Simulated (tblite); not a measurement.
Species: C5H10O2Si2.
Z-matrix (Å and degrees, GFN2-xTB geometry), rows numbered from 1:
```
C 
C   1  1.5051
O   2  1.2129  1  123.93
O   2  1.3117  1  112.78  3  -179.30
C   4  1.4409  2  116.13  1  -179.79
C   5  1.4948  4  108.12  2  -158.60
C   6  1.3282  5  122.39  4   148.00
Si  7  1.8892  6  117.61  5    -4.27
Si  5  1.9435  4  114.68  2   -32.78
H   1  1.0865  2  109.62  3   -41.43
H   1  1.0887  2  108.48  3    76.54
H   1  1.0856  2  110.34  3  -163.71
H   5  1.1006  4  105.80  2    85.32
H   6  1.0849  5  114.95  4   -32.75
H   7  1.0807  6  118.97  5   177.67
H   8  1.4691  7  108.45  6  -135.64
H   8  1.4703  7  108.78  6   110.36
H   9  1.4634  5  111.88  4   -32.85
H   9  1.4576  5  111.30  4    96.45
```

Level: GFN2-xTB in tblite, geometry and Hessian alike; calculated harmonic values, unscaled, isolated species. The method is semi-empirical: single wavenumbers can be off by several per cent or more. Modes of hydrogen on silicon can be 10 to 20 % off. One conformer, not necessarily the lowest.

Harmonic wavenumbers (cm⁻¹): 28.9, 46.9, 88.5, 132.7, 140.1, 241.9, 268.9, 299.7, 352.7, 386.2, 420.3, 460.6, 481.8, 539.1, 559.6, 580.7, 607.1, 617.7, 660.9, 676.2, 682.8, 743.9, 765.7, 773.8, 824.0, 924.7, 956.8, 990.5, 1009.3, 1037.7, 1047.4, 1118.0, 1203.2, 1239.4, 1285.9, 1311.3, 1367.4, 1441.1, 1447.8, 1650.6, 1712.0, 2175.3, 2196.9, 2234.1, 2290.4, 2839.3, 3014.5, 3022.1, 3049.8, 3058.2, 3064.4.

A = 2712, B = 734.7, C = 606.2 MHz; mass 158.022 u (most abundant isotopes); point group C1, symmetry number 1.

Zero-point energy?

½Σν̃ = 29034 cm⁻¹ = 83.01 kcal/mol.

Entropy at 200 K, 1 bar (ideal gas, RRHO, classical rotation)?

Translation 39.12, rotation 28.78, vibration 22.77: S = 90.7 cal/(mol K).

And Cp and H(200 K) − H(0)?

Cp = 32.23 cal/(mol K), of which vibrations give 24.29 (their classical limit is 51 R = 101.3); H(200 K) − H(0) = 3.97 kcal/mol without the zero-point energy, 2.38 from vibrations.

Which modes carry the vibrational entropy at 200 K?

28.9 cm⁻¹: 5.11; 46.9 cm⁻¹: 4.16; 88.5 cm⁻¹: 2.92; 132.7 cm⁻¹: 2.15; 140.1 cm⁻¹: 2.05; 241.9 cm⁻¹: 1.12 cal/(mol K); the other 45 give 5.25 together.

What must be added to the electronic energy to get the Gibbs energy at 200 K and 1 bar?

ZPE + [H(200 K) − H(0)] − T·S = 83.01 + 3.97 − 18.13 = 68.85 kcal/mol.

Blend soft modes into free rotors: weight 1/[1 + (100 cm⁻¹/ν̃)⁴] for the oscillator and the rest for a rotor with moment μB/(μ + B), μ = h/(8π²ν), B = 10⁻⁴⁴ kg m². What vibrational entropy results?

20.31 cal/(mol K) in place of 22.77, which changes −T·S at 200 K by +0.49 kcal/mol.

How do the functions run with temperature in this model?

```
 T (K)  S (cal/(mol K))  Cp (cal/(mol K))  H − H(0) (kcal/mol)  G − H(0) (kcal/mol)  ln q(vib)
   150             82.4              25.7                 2.52                -9.84       3.99
   250             98.6              38.7                 5.74               -18.90       6.98
298.15            105.9              44.4                 7.74               -23.82       8.44
   400            120.5              55.0                12.83               -35.36      11.54
   600            145.8              69.8                25.42               -62.05      17.48
   900            176.9              83.5                48.60              -110.63      25.67
```

q(vib) and H(0) count from the zero-point level.

Hindered rotation and anharmonicity are outside this model. Other conformers, if any are populated, would add a mixing term that is left out. The structure is chiral; the term R ln 2 for an equal mix with its mirror image is left out.
